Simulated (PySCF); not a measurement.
Rh (rhodium, neutral): UHF calculation

Configuration: [Kr] 4d8 5s1, high-spin 4F determinant. Computed with PySCF 2.14 in aug-cc-pVDZ-PP with ECP28MDF, with scalar relativity through the core potential.

- Total energy: -109.387054 hartree
- One-electron energy: -193.5696 hartree
- Hartree (Coulomb) energy: 94.8533 hartree
- Exchange energy: -10.6707 hartree
- ⟨S²⟩: 3.7527
- ⟨L²⟩: 12.044
- Sum of ⟨r⟩: 24.68 bohr
- Sum of ⟨r²⟩: 48.55 bohr²
- Time after the integrals: 0.42 s of wall time on 1 thread of Neoverse-N1 (shared host)

| shell | electrons | mean orbital energy (hartree) | spread (hartree) | rms radius, mean of both spins (bohr) |
| --- | --- | --- | --- | --- |
| 4s α | 1 | -3.78601 | 0 | 1.06 |
| 4s β | 1 | -3.65143 | 0 | 1.06 |
| 4p α | 3 | -2.43145 | 0 | 1.17 |
| 4p β | 3 | -2.26821 | 0 | 1.17 |
| 4d α | 5 | -0.45398 | 0.03940 | 1.72 |
| 4d β | 3 | -0.38672 | 0 | 1.72 |
| 5s α | 1 | -0.23805 | 0 | 3.78 |

Energies and moments cover only the electrons outside the core potential.
